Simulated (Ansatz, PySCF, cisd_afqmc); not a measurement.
Species: As2, charge 0, singlet. As2 (SMILES [As]#[As]).
B3LYP-D3(BJ)/def2-TZVP minimum from Ansatz (a program for electronic structure):
```
As
As 1 2.1041
```

Atomisation energy term by term, kcal/mol (programs: Ansatz, cisd_afqmc). UHF or UKS for unpaired electrons; spin-orbit terms are left out. Correlated methods leave the cores frozen (noble-gas shells, and filled d and f shells in the p block). No relativity. The Monte Carlo rows (phaseless AFQMC, CISD trial, step 0.005/hartree) carry one-sigma bars that omit the constraint's bias. Outlying blocks are dropped, and bars are widened where a walk drifts. Over all cases where full CI ran beside it in this data, AFQMC minus full CI had a median of +0.1 mEh and passed +0.4 mEh in a tenth of the cases. CBS(X,Y): correlation extrapolated as X^-3, Hartree-Fock from the larger set (Q,5: extrapolated as (X+1)exp(-9√X)). A bracket is a step between two methods taken in the basis named. The restricted determinant of As2 ([As]#[As], singlet) is unstable towards broken spin symmetry in at least one set run.

```tsv
term	basis	kcal/mol
Hartree-Fock	CBS(cc-pVQZ,cc-pV5Z)	12.01
CCSD correlation	CBS(cc-pVQZ,cc-pV5Z)	68.15
(T)	CBS(cc-pVQZ,cc-pV5Z)	9.28
CCSDT(Q) - CCSD(T)	cc-pV5Z	0.92
CCSDTQ - CCSDT(Q)	cc-pVDZ	-0.12
minus zero-point energy	harmonic, PySCF's Hessian at B3LYP-D3(BJ)/def2-TZVP	-0.64
sum: D0		89.6
```

The step beyond CCSD(T) by other levels: CCSDTQ in cc-pVDZ 1.04; AFQMC/CISD in cc-pVDZ 0.36 ± 0.33; CCSDT(Q) in cc-pVDZ 1.16; AFQMC/CISD in cc-pVTZ -0.17 ± 0.26; CCSDT(Q) in cc-pVTZ 0.95; CCSDT(Q) in cc-pVQZ 0.95 kcal/mol.
